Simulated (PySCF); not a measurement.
## Excitation energy of W by level of theory

W [Xe] 4f14 5d4 6s2 (5D) → W [Xe] 4f14 5d4 6s1 6p1 (high-spin determinant), as a difference of total energies. Computed with PySCF 2.14 in x2c-TZVPPall with one added diffuse shell each of s, p, d, f type (12s8p8d4f1g, 113 functions), with scalar relativity by spin-free X2C-1e. Correlated levels: valence: [Xe] 4f14 frozen. The calculations carry no spin-orbit coupling.

```
           method  excitation energy (eV)
              UHF                   1.076
    MP2 (valence)                   2.172
SCS-MP2 (valence)                   2.551
   CCSD (valence)                   2.299
CCSD(T) (valence)                   2.415
```

How much does correlation contribute at CCSD(T) (valence)?

2.415 − (1.076) = 1.339 eV, measured against UHF.

A first-order spin-orbit estimate (lowest level to lowest level, LS coupling) adds -0.191 eV.

The determinant of the upper state mixes LS terms, which raises its energy above the lowest term, most at the Hartree-Fock and MP2 levels.
